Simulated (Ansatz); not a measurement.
CH8Si2, SMILES `[SiH3]C[SiH3]` (charge 0, multiplicity 1).

Cartesian coordinates (Å):
```xyz
11

Si     1.5576    -0.1793     0.2656
C      0.0228     0.6822    -0.3721
Si    -1.5717    -0.2396    -0.0371
H      1.4668    -0.3625     1.7388
H      2.7813     0.6113    -0.0372
H      1.6927    -1.5187    -0.3670
H      0.1244     0.8318    -1.4522
H     -0.0405     1.6755     0.0846
H     -1.7578    -0.4246     1.4269
H     -1.5319    -1.5808    -0.6789
H     -2.7439     0.5048    -0.5716
```
Charge 0, multiplicity 1.

Frozen-core energies in 6-31g from Ansatz (an electronic-structure program) at a geometry from PBE0-D3(BJ)/def2-TZVP; the HF reference has <S^2> = 0.00 and the T1 diagnostic is 0.009.

| level | energy (Ha) |
|---|---|
| HF | -620.23749 |
| MP2 | -620.44222 |
| CCSD | -620.49006 |

Q: Estimate the energies of CCSD(T), CCSDT and CCSDT(Q), and give each level's difference from CCSDT(Q).

A: 
| level | energy (Ha) | difference from CCSDT(Q) (mHa) |
|---|---|---|
| MP2 | -620.44222 | 53.71 |
| CCSD | -620.49006 | 5.87 |
| CCSD(T) | -620.49488 | 1.04 |
| CCSDT | -620.49568 | 0.25 |
| CCSDT(Q) | -620.49593 | 0.00 |
